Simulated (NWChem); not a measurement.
## Correlation energy of HGa

```
Ga
H 1 1.6914
```
Charge 0, spin multiplicity 1.

All runs are NWChem calculations. Structure: optimised with B3LYP/def2-SVP, a minimum by its harmonic frequencies.

Basis set: 6-31G*. Each correlation energy counts from its own Hartree-Fock reference.

The Hamiltonian is non-relativistic. The correlated methods keep 9 core orbitals frozen. The Pople sets run with spherical d functions. The structure started from a generated list of species. Coupled-cluster values serve here as a point of comparison, not as the truth.

One of these methods gave a correlation energy of -223.1 mHa. Which?
A. MP2
B. CCSD+T(CCSD)
C. SCS-MP2
D. CR-CCSD(T)

A, MP2. The others give -226.3 (CR-CCSD(T)), -228.1 (CCSD+T(CCSD)), -208.1 (SCS-MP2).
